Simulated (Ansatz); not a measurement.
System: 2,2-difluorooxetane, C3H4F2O, net charge 0, singlet state. SMILES: FC1(F)CCO1
Structure (B3LYP-D3(BJ)/def2-TZVP (Ansatz, a first-principles code) minimum search):
```xyz
10

F      1.3489     0.4191    -0.7938
C      0.3744     0.0737     0.0819
F      0.9919    -0.0711     1.2792
C     -0.8890     0.9275     0.0662
C     -1.5690    -0.3837    -0.3609
O     -0.2840    -1.0816    -0.3047
H     -0.8741     1.7204    -0.6758
H     -1.1699     1.3143     1.0414
H     -1.9768    -0.4061    -1.3700
H     -2.2730    -0.8128     0.3499
```

Parts of the frozen-core correlation energy in 6-31G* (Ansatz, hartree). Frozen orbitals: 6; correlated occupied orbitals by spin: 18 and 18; virtual: 74 and 74. No spin-orbit coupling. Non-relativistic.

```csv
term,value
reference (HF),-389.64919
MP2 opposite-spin,[?]
MP2 same-spin,[?]
CCSD correlation,[?]
(T),-0.02584
T1 diagnostic,0.012
largest doubles amplitude,0.024
```

Q: Fill in the missing entries.

A: 
- MP2 opposite-spin, value: -0.65720
- MP2 same-spin, value: -0.24205
- CCSD correlation, value: -0.92879
